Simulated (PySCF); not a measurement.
ClGeH₅SSi, SMILES [S]([GeH3])[SiH2]Cl. Geometry optimised at B3LYP-D3(BJ)/def2-SVP. The structure was generated by enumeration, and PubChem lists no compound with its InChIKey, so it may never have been made. One conformer was computed; it need not be the lowest.

Computed equilibrium geometry at B3LYP-D3(BJ)/def2-SVP (PySCF confirms it by a frequency run) as Cartesian coordinates in Å (one conformer of several):
```xyz
9

Si     1.6844     0.4590    -0.2035
Cl     1.5242     0.1936     1.8591
S      0.2589    -0.7324    -1.2577
Ge    -1.6269    -0.0105    -0.2320
H      3.0278     0.0123    -0.6459
H      1.4848     1.9098    -0.4504
H     -2.7538    -0.2511    -1.2499
H     -1.4739     1.4885     0.0852
H     -1.8616    -0.8217     1.0519
```
Charge 0, spin multiplicity 1.
